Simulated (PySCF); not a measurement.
# `O=C1CCC(C2CC2)CC1`: 4 charge schemes on one density

C9H14O.
Cartesian coordinates in Å at the GFN2-xTB level; atoms count from 1:
```xyz
24
C9H14O angstrom
O     -3.7816    0.2987   -0.3895
C     -2.6773    0.1658    0.0729
C     -1.9981   -1.1756    0.2218
C     -0.6248   -1.1590   -0.4527
C      0.2464   -0.0281    0.0962
C      1.6031   -0.0281   -0.5750
C      2.6929   -0.9235   -0.0682
C      2.7884    0.5589    0.1291
C     -0.4630    1.3095   -0.1216
C     -1.8354    1.3241    0.5554
H     -1.8784   -1.3791    1.2890
H     -2.6310   -1.9529   -0.2094
H     -0.7546   -1.0226   -1.5287
H     -0.1294   -2.1194   -0.2969
H      0.3884   -0.1821    1.1720
H      1.5519    0.1169   -1.6479
H      3.3508   -1.3929   -0.7833
H      2.4868   -1.5359    0.7967
H      3.5129    1.1114   -0.4486
H      2.6462    0.9459    1.1267
H      0.1486    2.1230    0.2734
H     -0.5889    1.4789   -1.1933
H     -1.7092    1.2247    1.6365
H     -2.3565    2.2611    0.3530
```

Density: PBE0/pcSseg-1 (PySCF); schemes: Mulliken, IAO, Hirshfeld and ESP-fitted. Geometry: GFN2-xTB, one conformer, isolated molecule.

Question: Do the Mulliken, IAO, Hirshfeld and ESP-fitted schemes agree on where the charge is highest?

Answer: All schemes agree: Mulliken C2 (+0.182); IAO C2 (+0.392); Hirshfeld C2 (+0.169); ESP-fitted C2 (+0.504).

Question: At which atom do the 4 schemes differ most?

Answer: At C2: from +0.169 (Hirshfeld) to +0.504 e (ESP-fitted), 0.335 e apart.

Question: Tabulate the Mulliken, IAO, Hirshfeld and ESP-fitted charges.

Answer: In e:

| atom | environment | Mulliken | IAO | Hirshfeld | ESP-fitted |
| --- | --- | --- | --- | --- | --- |
| O1 | ketone oxygen | -0.350 | -0.410 | -0.244 | -0.507 |
| C2 | ketone carbonyl carbon | +0.182 | +0.392 | +0.169 | +0.504 |
| C3 | sp3 carbon next to a carbonyl | -0.180 | -0.318 | -0.080 | -0.093 |
| C4 | ring CH2 carbon | -0.148 | -0.253 | -0.066 | -0.101 |
| C5 | sp3 CH carbon | -0.325 | -0.099 | -0.021 | -0.087 |
| C6 | three-membered-ring carbon | -0.231 | -0.131 | -0.036 | -0.155 |
| C7 | three-membered-ring carbon | -0.177 | -0.298 | -0.091 | -0.316 |
| C8 | three-membered-ring carbon | -0.177 | -0.298 | -0.092 | -0.326 |
| C9 | ring CH2 carbon | -0.147 | -0.253 | -0.066 | -0.094 |
| C10 | sp3 carbon next to a carbonyl | -0.181 | -0.318 | -0.080 | -0.079 |
| H11 | methylene hydrogen | +0.133 | +0.146 | +0.047 | +0.028 |
| H12 | methylene hydrogen | +0.133 | +0.155 | +0.045 | +0.048 |
| H13 | methylene hydrogen | +0.119 | +0.131 | +0.038 | +0.064 |
| H14 | methylene hydrogen | +0.128 | +0.140 | +0.041 | +0.049 |
| H15 | methine hydrogen | +0.095 | +0.116 | +0.035 | +0.147 |
| H16 | methine hydrogen | +0.113 | +0.138 | +0.044 | +0.149 |
| H17 | methylene hydrogen | +0.128 | +0.149 | +0.047 | +0.152 |
| H18 | methylene hydrogen | +0.122 | +0.143 | +0.045 | +0.143 |
| H19 | methylene hydrogen | +0.128 | +0.149 | +0.047 | +0.156 |
| H20 | methylene hydrogen | +0.122 | +0.143 | +0.045 | +0.144 |
| H21 | methylene hydrogen | +0.128 | +0.140 | +0.041 | +0.046 |
| H22 | methylene hydrogen | +0.119 | +0.131 | +0.038 | +0.063 |
| H23 | methylene hydrogen | +0.133 | +0.146 | +0.047 | +0.024 |
| H24 | methylene hydrogen | +0.133 | +0.156 | +0.046 | +0.042 |

Mean size of the charges over all atoms: IAO 0.198 e, Mulliken 0.160 e, ESP-fitted 0.147 e, Hirshfeld 0.065 e. Each set sums to the total charge, 0, to within 0.001 e. The Hirshfeld scheme weights the molecular density at each point by an atom's share of the summed free-atom densities. The Mulliken scheme counts on each atom the diagonal of the density matrix times the overlap matrix over that atom's basis functions.

Question: How many electrons does the IAO scheme count on C7?

Answer: Z − q = 6 − (-0.298) = 6.298.

Question: Sum the charges by element, for elements with more than one atom.

Answer: 
```tsv
element	atoms	Mulliken	IAO	Hirshfeld	ESP-fitted
C	9	-1.384	-1.576	-0.363	-0.747
H	14	+1.734	+1.986	+0.606	+1.255
```

Question: How closely do the schemes follow one another over all atoms?

Answer: Correlation coefficient and root-mean-square difference: IAO with Hirshfeld 0.95, 0.144 e; Hirshfeld with ESP-fitted 0.94, 0.125 e; Mulliken with IAO 0.92, 0.092 e; IAO with ESP-fitted 0.88, 0.104 e; Mulliken with Hirshfeld 0.87, 0.108 e; Mulliken with ESP-fitted 0.81, 0.115 e.
